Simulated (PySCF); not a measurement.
CsCl, SMILES [Cl][Cs].

Coordinates come from a B3LYP-D3(BJ)/def2-TZVPD optimisation. The def2 effective core potentials stand for the cores of Cs; spin–orbit coupling is left out.

The numbers are results of r2SCAN/def2-TZVPD run with PySCF, not measurements.

Isolated molecule, no solvent.

```json
{
 "total_energy": "-480.43256 hartree",
 "point_group": "C∞v",
 "highest_occupied_level": "-4.94 eV",
 "lowest_empty_level": "-0.91 eV",
 "orbital_gap": "4.03 eV",
 "dipole_moment": "10.59 D",
 "quadrupole, principal values (traceless, Buckingham form, about the centre of nuclear charge)": "-16.90, 8.45, 8.45 D·Å",
 "mean_static_polarisability": "49.5 bohr³ (7.34 Å³)",
 "polarisability_principal_values": "40.7, 40.7, 67.1 bohr³"
}
```
